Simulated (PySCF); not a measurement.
diphosphane (H4P2), SMILES PP. Heavy atoms are numbered as in [PH2:1][PH2:2]. Hydrogens are named by the atom that carries them.

The structure is a stationary point at TPSSh-D3(BJ)/def2-TZVP.

All values below come from PBE/def2-TZVPD (PySCF).

Mulliken values depend strongly on the basis, most of all with diffuse functions as here. Atomic charges (e), one atom of each kind:

```tsv
atom	Mulliken	IAO
P1 (PH2)	-0.22	0.00
H on P1	0.11	0.00
```
